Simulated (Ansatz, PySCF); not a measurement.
Process, species as SMILES: C=C=C [propa-1,2-diene] → [CH]=C=C + H atom (the C-H bond at the site shown breaks; other sites are not compared here)
Each molecule is optimised on its own at B3LYP-D3(BJ)/def2-TZVP (Ansatz, an electronic-structure program). Markedly spin-contaminated UHF reference, which strains HF, MP2 and, less, CCSD(T): [CH]=C=C.

Wanted: bond dissociation energy (enthalpy at 298 K, with B3LYP-D3(BJ) rigid-rotor harmonic-oscillator terms from PySCF), in kcal/mol. Cores are frozen in the correlated levels unless marked. UHF or UKS for open shells. Spin-orbit coupling is left out. No relativistic terms. CBS marks a two-point X^-3 extrapolation of the correlation energy; Hartree-Fock from the larger set.

```csv
level,program,bond dissociation energy (kcal/mol)
HF/6-31G,Ansatz,61.0
RI-HF/cc-pVQZ,Ansatz,63.6
SVWN5/def2-TZVPD,Ansatz,99.9
PBE-D4/def2-TZVPD,Ansatz + dftd4,88.8
BLYP-D3(BJ)/def2-TZVPD,Ansatz + dftd3,88.6
TPSS-D4/def2-TZVPD,PySCF + dftd4,90.4
r2SCAN/def2-TZVPD,Ansatz,86.5
PW6B95-D4/def2-TZVPD,PySCF + dftd4,90.6
HSE06-D4/def2-TZVPD,Ansatz + dftd4,88.6
B2PLYP-D4/def2-TZVPD,Ansatz + dftd4,88.7
MP2/STO-3G,Ansatz,101.5
"RI-MP2/CBS(aug-cc-pVTZ,aug-cc-pVQZ)",Ansatz,96.8
SCS-MP2/6-31G,Ansatz,87.1
CCSD(T) with core electrons/cc-pwCVTZ,Ansatz,90.3
```
